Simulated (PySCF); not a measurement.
**A series of related molecules**

Computed, not measured: collinear spin-flip TDA BHandHLYP/def2-SVP (def2-TZVP, on Mo) vertical, gas phase, core orbitals frozen in the response (PySCF). Geometry: GFN2-xTB.

Each molecule in one low-energy conformer. The parent is [Cl][Mo]([Cl])([Cl])[Cl].

The calculation is non-relativistic, which matters for the atoms heavier than Zn.

Question: How does the spin-flip gap, low spin less high spin change along this series?
- [Cl][Mo]([Cl])([Cl])[Cl] (base)
- C#[C][Mo]([C]#C)([C]#C)[C]#C (ligand (all four): Cl to CCH)
- [F][Mo]([F])([F])[F] (ligand (all four): Cl to F)
- [H][Mo]([H])([H])[H] (ligand (all four): Cl to H)

Answer: 
| molecule | low spin less high spin (eV) | reference ⟨S²⟩ |
| --- | --- | --- |
| [Cl][Mo]([Cl])([Cl])[Cl] | +0.55 | 2.01 |
| C#[C][Mo]([C]#C)([C]#C)[C]#C | +0.49 | 2.08 |
| [F][Mo]([F])([F])[F] | -0.02 | 2.01 |
| [H][Mo]([H])([H])[H] | +0.69 | 2.03 |

The spin-flip gap, low spin less high spin is lowest for [F][Mo]([F])([F])[F] and highest for [H][Mo]([H])([H])[H].
